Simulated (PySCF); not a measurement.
# Lu (lutetium, neutral): UHF calculation

Configuration: [Xe] 4f14 5d1 6s2, 2D determinant. Computed with PySCF 2.14 in ANO-RCC-VTZP (8s7p5d3f2g1h, 104 functions), with scalar relativity by spin-free X2C-1e.

| Quantity | Value |
| --- | --- |
| Total energy | -14557.819625 hartree |
| One-electron energy | -19998.1488 hartree |
| Hartree (Coulomb) energy | 5740.8117 hartree |
| Exchange energy | -300.4825 hartree |
| ⟨S²⟩ | 0.8055 |
| ⟨L²⟩ | 6.197 |
| Sum of ⟨r⟩ | 44.93 bohr |
| Sum of ⟨r²⟩ | 76.41 bohr² |
| Traceless quadrupole moment −½Σ⟨3z² − r²⟩ along its main axis | 1.30 e·bohr² |
| Langevin diamagnetic susceptibility | -60.5 ×10⁻⁶ cm³/mol |

```
shell  electrons  mean orbital energy (hartree)  spread (hartree)  rms radius, mean of both spins (bohr)
 1s β          1                    -2338.45601                 0                                 0.0219
 1s α          1                    -2338.45570                 0                                 0.0219
 2s α          1                     -403.00411                 0                                 0.0885
 2s β          1                     -403.00290                 0                                 0.0885
 2p α          3                     -355.31655           0.00003                                 0.0801
 2p β          3                     -355.31543           0.00151                                 0.0801
 3s β          1                      -93.46048                 0                                  0.227
 3s α          1                      -93.45978                 0                                  0.227
 3p β          3                      -78.81853           0.00234                                  0.228
 3p α          3                      -78.81767           0.00292                                  0.228
 3d α          5                      -60.72747           0.00342                                  0.208
 3d β          5                      -60.72741           0.00248                                  0.208
 4s β          1                      -19.68088                 0                                  0.509
 4s α          1                      -19.68033                 0                                  0.509
 4p β          3                      -14.76734           0.00553                                  0.541
 4p α          3                      -14.76663           0.00497                                  0.541
 4d α          5                       -8.14883           0.00930                                  0.592
 4d β          5                       -8.14864           0.00734                                  0.592
 5s α          1                       -2.70693                 0                                   1.27
 5s β          1                       -2.68736                 0                                   1.27
 5p α          3                       -1.45365           0.01815                                   1.50
 5p β          3                       -1.41938           0.02855                                   1.50
 4f α          7                       -0.81938           0.00637                                  0.798
 4f β          7                       -0.81875           0.00829                                  0.798
 6s α          1                       -0.23385                 0                                   4.16
 6s β          1                       -0.21365                 0                                   4.16
 5d α          1                       -0.19419                 0                                   3.08
```

Spin-orbit coupling, absent here, splits the open shell strongly.

Densities and radii are taken from the X2C orbitals without a picture-change correction, which distorts them close to the nucleus.

Spin-orbit constants ζ (cm⁻¹) from the X2C one-electron operator on these orbitals: bare nucleus, nucleus screened by l(l+1)(2l+1)/3 electrons, and screened by the Breit-Pauli mean field of the electrons.

| shell | bare | screened nucleus | mean field |
| --- | --- | --- | --- |
| 2p | 5718000 | 5557000 | n/a |
| 3p | 1233000 | 1198000 | n/a |
| 3d | 192200 | 165100 | n/a |
| 4p | 274200 | 266500 | n/a |
| 4d | 36380 | 31260 | n/a |
| 4f | 5739 | 3476 | n/a |
| 5p | 31860 | 30960 | n/a |
| 5d | 1179 | 1013 | n/a |

To first order the Landé constant is A = 1013 cm⁻¹, so the lowest level has J = 3/2 and lies 0.188 eV below the centre of the term. First order in ζ underestimates the shift of the j = l − 1/2 level at high Z.
